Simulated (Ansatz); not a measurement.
This geometry of a periodic cell of 13 atoms, LiSc12 (host Sc, host structure hcp, interstitial Li) is a first-order saddle point.

All numbers below come from DFT PBE-D3(BJ), scalar-relativistic, plane waves, PAW in Ansatz 0.2.0. Settings: cutoff 420 eV, k mesh 3x2x3, gaussian smearing 0.1 eV, no spin polarisation.

```xyz
13
Lattice="6.6200 0.0000 0.0000 -4.9650 8.5996 0.0000 0.0000 0.0000 5.2761" Properties=species:S:1:pos:R:3
Sc 0.012 -0.069 -0.165
Sc -0.006 1.919 2.656
Sc -1.650 2.861 0.041
Sc -1.637 4.470 2.689
Sc -3.423 5.593 0.316
Sc -3.456 7.869 2.474
Sc 3.319 0.250 0.087
Sc 3.303 1.899 2.757
Sc 1.663 2.866 0.144
Sc 1.667 4.864 2.944
Sc 0.101 5.570 0.274
Sc 0.140 7.803 2.493
Li -1.710 6.678 -1.357
```

(1) Which two structures does it join? (They come from a converged band through this point; their orientation in space is the band's.)

(2) How far does it lie above each of them?

Results:

(1) The atom that moves furthest is Li13, by 2.65 Å; four of its nearest neighbours are Sc7 2.30, Sc5 2.32, Sc11 2.33, Sc6 3.06 Å at the first end and Sc4 2.30, Sc12 2.32, Sc6 2.33, Sc11 3.06 Å at the last.

Initial state:

```xyz
13
Lattice="6.6200 0.0000 0.0000 -4.9650 8.5996 0.0000 0.0000 0.0000 5.2761" Properties=species:S:1:pos:R:3
Sc 0.029 -0.122 0.148
Sc -0.041 1.851 2.748
Sc -1.636 2.975 0.101
Sc -1.636 4.778 2.714
Sc -3.552 5.456 0.003
Sc -3.309 7.678 2.784
Sc 3.384 0.465 0.059
Sc 3.320 2.009 2.712
Sc 1.604 2.814 0.064
Sc 1.631 4.722 2.651
Sc 0.221 5.487 0.009
Sc 0.031 7.639 2.771
Li -1.684 6.786 0.354
```

Final state:

```xyz
13
Lattice="6.6200 0.0000 0.0000 -4.9650 8.5996 0.0000 0.0000 0.0000 5.2761" Properties=species:S:1:pos:R:3
Sc 0.022 0.057 0.012
Sc 0.049 1.964 2.701
Sc -1.668 2.771 0.074
Sc -1.732 4.314 2.698
Sc -3.345 5.739 0.132
Sc -3.533 7.893 2.646
Sc 3.289 0.003 0.076
Sc 3.290 1.806 2.738
Sc 1.694 2.926 0.109
Sc 1.624 4.902 2.784
Sc 0.001 5.700 0.146
Sc 0.240 7.922 2.641
Li -1.628 6.594 -2.285
```

(2) 0.060 eV above the first and 0.060 eV above the second. This is the barrier of this one path; another mechanism may lie lower. Limits of this set-up: coarse k mesh, a small cell, in which the defect meets its images, a typed lattice constant that wasn't relaxed here.

The run took 7.6 min on 2 threads of Intel(R) Xeon(R) CPU @ 2.60GHz (Ice Lake), with other jobs on the host, peak memory 1.6 GiB.
